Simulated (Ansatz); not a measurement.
Reaction (formal exchange of groups at a C–B bond): `CB(Cl)CBr` + `[CH3][GeH3]` → `[GeH3][CH2]CBr` + `CBCl`

Isolated molecules relaxed with PBE0-D4/def2-TZVP in Ansatz; ΔE leaves out vibrations. CBS: MP2 limit from def2 TZ/QZ plus the TZ coupled-cluster correction, frozen cores. Functionals use def2-TZVPP. For Br, Ge outer-core shells are correlated without core-valence functions, which leaves a few kJ/mol of doubt a bond. Scalar relativity is left out up to krypton. Each species was taken in one conformer, which may not be the lowest.

`CB(Cl)CBr`:

Cartesian coordinates in Å:
```
C -0.356 0.034 -1.347
B -0.422 0.305 0.182
Cl -1.574 1.483 0.806
C 0.469 -0.450 1.226
Br 2.074 0.675 1.133
H -1.174 -0.656 -1.596
H -0.518 0.931 -1.946
H 0.576 -0.445 -1.654
H 0.138 -0.428 2.260
H 0.789 -1.449 0.936
```

`[CH3][GeH3]`:

```xyz
8

C    -0.253    0.885    0.475
Ge    0.224   -0.784   -0.420
H     0.565    1.602    0.399
H    -1.141    1.321    0.015
H    -0.460    0.703    1.530
H     0.522   -0.528   -1.909
H    -0.931   -1.796   -0.320
H     1.474   -1.403    0.229
```

`[GeH3][CH2]CBr`:

Z-matrix (Å, degrees):
```
Ge
C 1 1.970
H 1 1.539 2 109.8
H 1 1.536 2 109.5 3 120.2
H 1 1.539 2 109.8 3 -119.6
C 2 1.502 1 111.6 3 59.9
H 2 1.092 1 108.0 3 -62.2
H 2 1.092 1 108.0 3 -178.1
Br 6 1.960 2 112.1 1 180.0
H 6 1.089 2 112.7 1 -62.1
H 6 1.089 2 112.7 1 62.0
```

`CBCl`:

Z-matrix (Å, degrees):
```
C
B 1 1.548
H 1 1.097 2 109.5
H 1 1.090 2 114.9 3 123.3
H 1 1.097 2 108.9 3 -114.1
Cl 2 1.750 1 121.7 3 -125.1
H 2 1.194 1 122.7 3 55.2
```

| level | ΔE (kJ/mol) |
| --- | --- |
| r2SCAN | 53.2 |
| HF/def2-TZVPP | 44.5 |
| MP2/CBS(def2) | 50.8 |
| CCSD/CBS(def2) | 48.8 |

Problem. What does CCSD(T)/CBS give? (An estimate is asked.)

Solution. Ansatz gave: +49.7 kJ/mol. The listed levels differ from it by 3.5, -5.2, 1.1, -0.9 kJ/mol.

Largest T1 diagnostic among the species: 0.011.

In def2-TZVPP, CCSD(T) changes the Hartree–Fock value by +6.4 kJ/mol (the triples alone add +1.0 kJ/mol) and MP2 by +7.5 kJ/mol. The D4 term adds +3.9 kJ/mol with B3LYP and +2.1 kJ/mol with PBE0; it sums over pairs of atoms, weighted by their polarisabilities, and B3LYP, whose exchange is more repulsive, gets the larger term.

B3LYP here is the variant with VWN-RPA as its local correlation; programs differ in this.
